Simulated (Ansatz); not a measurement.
Energy needed to pull apart SnH₂SO, singlet, into free ground-state atoms, from the structure below (displaced at random from a GFN2-xTB minimum); no zero-point or spin–orbit terms; open-shell atoms are treated unrestricted, in their ground-state multiplicity.

O1  (0.175, -0.482, 1.394)
S2  (1.354, -1.192, 0.646)
Sn3  (0.115, 0.162, -1.053)
H4  (-1.556, -0.264, -0.861)
H5  (0.097, 1.703, -0.184)
(Å)

Computed with Ansatz 0.2.0 (basis: def2-TZVPP); correlated methods freeze the cores. Filled d shells of the heavier atoms are correlated. Core potentials replace the inner electrons of the atoms past krypton. The def2 sets are not built for correlating such inner shells, so the correlated values are less sure here. B3LYP uses VWN-RPA correlation.

| method | atomization energy (kcal/mol) |
| --- | --- |
| PBE-D4 | 277.1 |
| r2SCAN-D4 | 263.5 |
| PBE0-D4 | 253.5 |
| B3LYP-D4 | 258.2 |
| BHLYP-D4 | 229.2 |
| wB97M-V | 255.2 |
| HF | ? |
| MP2 | ? |
| CCSD | 231.6 |
| CCSD(T) | 247.2 |

**Question.** What does HF give? (An estimate is asked for; the value comes from the calculation.)

**Answer.** Computed: 102.8 kcal/mol, which is about 144.4 kcal/mol less than CCSD(T)/def2-TZVPP.

**Question.** What does MP2 give? (Judge from chemistry; the value comes from the calculation.)

**Answer.** By the calculation: 253.0 kcal/mol, which is about 5.9 kcal/mol more than CCSD(T)/def2-TZVPP.

In triple zeta the MP2 and coupled-cluster atomization energies are still short of their basis limit by a few kcal/mol a bond, whereas those of the functionals are nearly converged, so these differences are not deviations from converged CCSD(T).

The T1 diagnostic stays at or below 0.022. The restricted Hartree–Fock reference is unstable towards an unrestricted one here.

For scale, one of the runs: CCSD(T)/def2-TZVPP forces, 151 basis functions (an equivalent command: `ansatz run in.yaml --threads 4`). The run took 120 s on 4 CPU threads (shared host), with 2 GiB of host memory at its peak.
